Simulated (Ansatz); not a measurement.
Relaxation of the cluster Mg₃O₄⁻ with UKS PBE0-D4/def2-SVPD.

```sh
$ ansatz run in.yaml --threads 4 --pin off --events-out ev --progress --plain --max-ram 8704MiB
```

```yaml
crystal:
  periodic: [false, false, false]
  atoms:
    - {symbol: Mg, position_ang: [0.668760, 0.930740, -0.013420]}
    - {symbol: Mg, position_ang: [1.163800, -1.728540, 0.154930]}
    - {symbol: Mg, position_ang: [-2.096140, 1.304790, -0.147730]}
    - {symbol: O, position_ang: [-0.629640, -2.044260, 0.023090]}
    - {symbol: O, position_ang: [2.132910, -0.233180, 0.153810]}
    - {symbol: O, position_ang: [-0.407220, 2.361380, -0.140760]}
    - {symbol: O, position_ang: [-0.832470, -0.590920, -0.029910]}
basis:
  gaussian: {orbitals: def2-SVPD}
total_charge: -1
magnetization: {spin_polarized: true, initial_magnetization: 1}
hamiltonian: {xc: pbe0, dispersion: d4}
scf: {lower_state_search: "off"}
output: {orbitals: {seedname: orbitals}}
relax: {f_tol: 0.02, max_steps: 100}
```

Hardware: 4 threads of AMD EPYC on a shared host. Wall time 1.7 min, peak host memory 0.57 GiB.

Positions (Å) and forces (eV/Å) at steps 1, 2, 3, 4, 5, 6, 7 of 7:

```xyz
7
step=1 energy=-24495.7748 eV
Mg    0.669    0.931   -0.013    0.681   -0.857    0.078
Mg    1.164   -1.729    0.155   -0.038    0.106    0.010
Mg   -2.096    1.305   -0.148    1.286    0.025    0.016
O    -0.630   -2.044    0.023   -1.186   -0.619   -0.057
O     2.133   -0.233    0.154    0.891    0.385    0.030
O    -0.407    2.361   -0.141   -1.920   -0.038   -0.063
O    -0.832   -0.591   -0.030    0.285    0.999   -0.013
7
step=2 energy=-24496.0729 eV
Mg    0.739    0.930   -0.013    0.118   -0.036    0.021
Mg    1.119   -1.689    0.155   -0.210    0.133   -0.018
Mg   -2.086    1.226   -0.153    1.015   -0.136    0.040
O    -0.702   -1.990    0.025   -0.702   -0.495   -0.022
O     2.204   -0.247    0.152    0.399    0.083    0.012
O    -0.472    2.290   -0.128   -0.982   -0.019   -0.046
O    -0.802   -0.520   -0.037    0.362    0.470    0.013
7
step=3 energy=-24496.2627 eV
Mg    0.811    0.989   -0.012    0.035    0.365    0.011
Mg    1.018   -1.628    0.148   -0.021    0.398   -0.037
Mg   -1.971    1.068   -0.149   -0.589   -0.106   -0.021
O    -0.826   -1.962    0.026   -0.118   -0.031   -0.005
O     2.248   -0.252    0.149   -0.260   -0.179   -0.008
O    -0.553    2.251   -0.120    0.591    0.238    0.003
O    -0.727   -0.464   -0.041    0.361   -0.685    0.057
7
step=4 energy=-24496.2716 eV
Mg    0.913    1.136    0.004    0.655   -0.475    0.062
Mg    0.943   -1.508    0.121   -0.544   -0.696   -0.002
Mg   -1.913    1.011   -0.151   -0.304    0.044   -0.020
O    -0.895   -2.058    0.034    0.336   -0.705    0.055
O     2.233   -0.239    0.146    0.038    0.625   -0.028
O    -0.504    2.252   -0.124   -0.235    0.297   -0.027
O    -0.777   -0.595   -0.030    0.053    0.910   -0.040
7
step=5 energy=-24496.3239 eV
Mg    0.884    1.072   -0.002   -0.139    0.150   -0.003
Mg    0.959   -1.564    0.130    0.120    0.048    0.002
Mg   -1.956    1.040   -0.152    0.059    0.084   -0.001
O    -0.859   -2.036    0.032   -0.084   -0.300    0.010
O     2.231   -0.234    0.147    0.002   -0.116    0.002
O    -0.516    2.269   -0.123    0.002   -0.167    0.000
O    -0.743   -0.548   -0.033    0.041    0.300   -0.010
7
step=6 energy=-24496.3276 eV
Mg    0.879    1.072    0.004    0.029   -0.007    0.005
Mg    0.961   -1.561    0.126    0.055   -0.014    0.002
Mg   -1.960    1.050   -0.156    0.011   -0.027    0.000
O    -0.858   -2.042    0.034   -0.044   -0.032   -0.001
O     2.234   -0.238    0.145   -0.020    0.002   -0.002
O    -0.517    2.260   -0.125   -0.018    0.035   -0.003
O    -0.739   -0.540   -0.028   -0.013    0.043   -0.001
7
step=7 energy=-24496.3278 eV
Mg    0.879    1.073    0.004   -0.003    0.011    0.002
Mg    0.963   -1.563    0.125   -0.013   -0.013   -0.002
Mg   -1.958    1.047   -0.156    0.001   -0.001   -0.001
O    -0.861   -2.042    0.034    0.012    0.007    0.001
O     2.232   -0.238    0.145    0.000    0.005   -0.001
O    -0.518    2.263   -0.125    0.006   -0.009   -0.001
O    -0.738   -0.540   -0.027   -0.002    0.000    0.002
```

The structure holds one bond between oxygen atoms, so isomers without such links may lie far lower. Another isomer (doublet) lies 0.49 eV lower at PBE0-D4/def2-TZVPD; other spin states weren't run for this one.
